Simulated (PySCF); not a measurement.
B2F3, SMILES F[B]B(F)F (connectivity only; charge and spin as stated), charge +1, multiplicity 1. Atoms are numbered in the order given.

```xyz
5

F      0.0000     0.0000    -2.3041
B      0.0000     0.0000    -1.0792
B      0.0000     0.0000     0.6985
F      0.0000     1.1596     1.2578
F      0.0000    -1.1596     1.2578
```
Charge +1, spin multiplicity 1.

Geometry optimised at ωB97X-D3(BJ)/def2-SVP. The multiplicity is an assumed one; other spin states were not compared. The isomer is the one that the SMILES or the coordinates give; other isomers of the formula were not compared. One conformer was computed; it need not be the lowest.

The numbers are results of r2SCAN/def2-TZVPD (PySCF), not measurements.

Symmetry labels are those of the subgroup C2v that the program uses (full group C2v).

Computed valence orbital energies around the gap with their symmetry:
```tsv
orbital	symmetry	energy (eV)
HOMO−7	B1	-21.16
HOMO−6	B2	-21.16
HOMO−5	B2	-20.28
HOMO−4	A1	-20.22
HOMO−3	B1	-19.04
HOMO−2	A2	-17.57
HOMO−1	B2	-17.27
HOMO	A1	-16.68
LUMO	B1	-10.60
LUMO+1	B2	-9.66
LUMO+2	A1	-6.36
LUMO+3	B1	-5.39
```
